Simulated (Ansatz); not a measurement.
Abstraction of H: SnH3(CN) + GeH2Br → SnH2(CN) + GeH3Br

Species: SnH3(CN), singlet; GeH2Br `[GeH2][Br]`, doublet; SnH2(CN), doublet; GeH3Br `[GeH3][Br]`, singlet. A radical takes H: the energy is the difference in strength between the Sn–H bond broken and the Ge–H bond made.

Shapes, held fixed at every level: PBE0-D4/def2-TZVP. Programs: Ansatz 0.2.0. The zero-point and thermal change to 298 K, harmonic and unscaled (PBE0-D4/def2-TZVP), is +2.6 kJ/mol.

```
              level                   kind  ΔH(298 K) (kJ/mol)  less CCSD(T)/def2-TZVPP
     MP2/def2-TZVPP    perturbation theory               -29.7                     +1.6
B3LYP-D4/def2-TZVPP          global hybrid               -29.1                     +2.2
BHLYP-D4/def2-TZVPP          global hybrid               -30.4                     +0.9
 PBE0-D4/def2-TZVPP          global hybrid               -29.4                     +1.9
  B2PLYP/def2-TZVPP          double hybrid               -30.7                     +0.6
      CCSD/def2-SVP  coupled cluster or CI               -34.4                     -3.1
 CCSD(T)/def2-TZVPP  coupled cluster or CI               -31.3                      0.0
```

The highest level, CCSD(T)/def2-TZVPP, gives ΔH(298 K) = -31.3 kJ/mol; the levels span -34.4 to -29.1. The column of differences is taken from that level and isn't an error. No measured value is set beside it here. Open shells run unrestricted. For atoms past krypton def2 sets carry core potentials with scalar relativity. Relativity is left out for Br, Ge. Outer-core shells of Br, Ge, Sn are correlated in most correlated rows, in sets that cover them unevenly.
